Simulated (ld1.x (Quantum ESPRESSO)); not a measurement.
## Configuration tests for Te (Z = 52) (TM)

ld1.x (Quantum ESPRESSO) 7.5 input, shortened:

```
&input
   title='Te', zed=52., rel=1, dft='PBE', iswitch=3,
   config='[Kr] 4d10 5s2 5p4 5d-2'
 /
 &inputp
   pseudotype=2, tm=.true., lloc=1,
   nlcc=.true., new_core_ps=.true., rcore=0.75
 /
3
5S  1  0   2.00   0.00  1.60  1.60  0.0
5D  3  2  -2.00   0.05  1.35  1.35  0.0
5P  2  1   4.00   0.00  1.60  1.60  0.0
 &test
   configts(1)='5s2 5p4'
 /
```

Energies are relative to the spin-unpolarised reference configuration 5s2 5p4; without spin polarisation the order of configurations can differ from experiment.

Question: Give the all-electron excitation energy and the error of the potential for: 5s2 5p3; 5s2 5p2; 5s2 5p1; 5s0 5p6; 5s1 5p5; 5s2 5p0; 5s2 5p3.5.

Answer:

```tsv
valence configuration	charge	ΔE all-electron (eV)	error AE − PS (meV)
5s2 5p3	+1	9.729	-1.5
5s2 5p2	+2	27.653	-14
5s2 5p1	+3	54.551	-80
5s0 5p6	0	18.701	-17
5s1 5p5	0	9.255	-5.5
5s2 5p0	+4	91.034	-299
5s2 5p3.5	+0.5	3.897	-0.6
```

Note: ghost state, extra bound levels that the all-electron valence spectrum of the same l lacks: s at -237.4 eV. A true bound ghost makes a file unfit for plane-wave use.
